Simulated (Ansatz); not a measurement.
Start from `O/C=C\F` and change one atom or group (the configuration at the double bond changes too) to get `CB/C=C/O`.

Ansatz, PBE0-D4/def2-TZVP geometries, multiplicity 1. Each molecule was computed in one conformer, which needn't be the lowest.

| property | `O/C=C\F` |
| --- | --- |
| zero-point energy (PBE0-D4/def2-TZVP) / kJ/mol | 130.9 |
| HOMO energy (B3LYP/def2-TZVPP) / eV | -6.58 |
| HOMO energy (ωB97M-V/def2-TZVPP) / eV | -9.05 |
| ideal-gas entropy at 298 K and 1 bar (rigid rotor, harmonic PBE0-D4/def2-TZVP) / J/(mol·K) | 277 |
| size of the dipole moment (B3LYP/def2-TZVPP) / D | 0.73 |
| HOMO–LUMO gap (PBE0/def2-TZVPP) / eV | 7.67 |

Task: What does the change do to each property? (Best estimate.)

Result: The calculation gave: 
```
                                                                                  property  `CB/C=C/O`  shift
                                            zero-point energy (PBE0-D4/def2-TZVP) / kJ/mol       255.3  124.4
                                                       HOMO energy (B3LYP/def2-TZVPP) / eV       -7.02  -0.44
                                                     HOMO energy (ωB97M-V/def2-TZVPP) / eV       -9.41  -0.36
ideal-gas entropy at 298 K and 1 bar (rigid rotor, harmonic PBE0-D4/def2-TZVP) / J/(mol·K)         327     50
                                          size of the dipole moment (B3LYP/def2-TZVPP) / D        3.02   2.29
                                                      HOMO–LUMO gap (PBE0/def2-TZVPP) / eV        6.11  -1.56
```

With PBE0 the HOMO falls by 0.46 eV and the LUMO falls by 2.03 eV, so the gap narrows by about 1.57 eV. PBE moves the HOMO by -0.69 eV and ωB97M-V by -0.36 eV. The zero-point energy changes by 124.4 kJ/mol with +15 modes. Dipoles are sizes alone; their direction can turn.

B3LYP here is the variant with VWN-RPA as its local correlation; programs differ in this.
